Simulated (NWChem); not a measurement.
# C3H7NSi; SMILES C1(CCN=1)[SiH3]

```xyz
12

Si     0.0154     1.8389     0.0000
C      0.0099    -0.0495     0.0000
N      1.0615    -0.8133     0.0000
C      0.2110    -2.0420     0.0000
C     -1.0551    -1.1366     0.0000
H     -0.7027     2.3414     1.2033
H      1.4135     2.3332     0.0000
H     -0.7027     2.3414    -1.2033
H      0.3659    -2.6593    -0.8918
H      0.3659    -2.6593     0.8918
H     -1.6903    -1.1897    -0.8916
H     -1.6903    -1.1897     0.8916
```
Atoms are numbered in this order, from 1.

All runs: NWChem. All runs use the structure optimised with B3LYP/6-31G* (spherical d).

For level B3LYP/def2-TZVP:

```
Property                     Result
---------------------------  ------
highest occupied level (eV)   -7.15
orbital gap (eV)               6.16
```

### Question
How do the values read with level Hartree-Fock/def2-TZVP instead?

### Answer
* **highest occupied level (eV)**: -10.88
* **orbital gap (eV)**: 14.10
